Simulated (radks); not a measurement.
Q: Cd13+, configuration [Ar] 3d10 4s2 4p5. Calculated with a radial shooting solver on a logarithmic mesh with Libxc functionals: scalar-relativistic Kohn-Sham, exchange-only LDA, spin-polarised, spherical densities, point nucleus; open shells are filled with parallel spins first (spin-orbit coupling, left out, can overturn this in heavy ions). Some entries of the table are withheld. Estimate them.

| orbital | occ. | eigenvalue (hartree) | <1/r> (bohr^-1) | <r^2> (bohr^2) |
|---|---|---|---|---|
| 1s up | 1 | -984.4751 | 50.59 | 0.001252 |
| 1s down | 1 | -984.4616 | 50.59 | 0.001252 |
| 2s up | 1 | -155.4824 | 11.51 | 0.02045 |
| 2s down | 1 | -155.4734 | 11.51 | 0.02045 |
| 2p up | 3 | -140.7276 | 11.11 | 0.01611 |
| 2p down | 3 | -140.7153 | 11.11 | 0.01611 |
| 3s up | 1 | -37.45159 | 4.078 | 0.1459 |
| 3s down | 1 | -37.43587 | 4.079 | 0.1458 |
| 3p up | 3 | -32.61005 | 3.891 | 0.1464 |
| 3p down | 3 | -32.59288 | 3.892 | 0.1463 |
| 3d up | 5 | -25.05546 | 3.673 | 0.1302 |
| 3d down | 5 | -25.03857 | 3.674 | 0.1300 |
| 4s up | 1 | -13.38781 | 1.733 | (1) |
| 4s down | 1 | -13.31481 | 1.733 | (2) |
| 4p up | 3 | -11.78969 | (3) | 0.8055 |
| 4p down | 2 | -11.71738 | (4) | 0.8067 |

A: 
(1) 4s up <r^2> (bohr^2): 0.7307
(2) 4s down <r^2> (bohr^2): 0.7311
(3) 4p up <1/r> (bohr^-1): 1.624
(4) 4p down <1/r> (bohr^-1): 1.624
